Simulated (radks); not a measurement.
Charge is removed step by step from the 1s down level of Li, starting from 1s(up 1, down 1) 2s1. Method: scalar-relativistic Kohn-Sham, PBEsol, spin-polarised, spherical densities, finite nucleus; open shells are filled with parallel spins first; Fermi nuclear charge, rms radius 2.444 fm; computed with a radial shooting solver on a logarithmic mesh with Libxc functionals.

| removed (e) | E - E(0) (eV) | eigenvalue (eV) |
|---|---|---|
| 0 | 0.000 | -51.029 |
| 0.1 | 5.235 | -53.674 |
| 0.2 | 10.735 | -56.337 |
| 0.3 | 16.502 | -59.001 |
| 0.4 | 22.535 | -61.642 |
| 0.5 | 28.829 | -64.228 |
| 0.6 | 35.377 | -66.715 |
| 0.7 | 42.166 | -69.029 |
| 0.8 | 49.172 | -71.030 |
| 0.9 | 56.349 | -72.312 |

The mean slope of the eigenvalue, de/dn, is 23.6 eV per electron.
